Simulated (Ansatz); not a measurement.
CH3ClF2Si, SMILES Cl[Si](F)(F)C.

Geometry: B3LYP-D3(BJ)/def2-SVP.

Two levels are set side by side: PBE/def2-TZVPD (Ansatz, a quantum-chemistry and plane-wave program) and CAM-B3LYP/def2-TZVPD (Ansatz). Energy differences of separate SCF runs at the same geometry; the states with an electron removed or added have multiplicity 2 and 2. Differences are taken from unrounded values.

| quantity | CAM-B3LYP |
|---|---|
| vertical ionisation energy (eV) | 12.22 |
| vertical singlet–triplet gap (eV) | 8.35 |

Q: What does PBE give, and how far is it from CAM-B3LYP? (Estimate from the structure and the level; the computed values follow.)

A: 
| quantity | PBE | PBE minus CAM-B3LYP |
|---|---|---|
| vertical ionisation energy (eV) | 11.57 | -0.64 |
| vertical singlet–triplet gap (eV) | 7.58 | -0.78 |
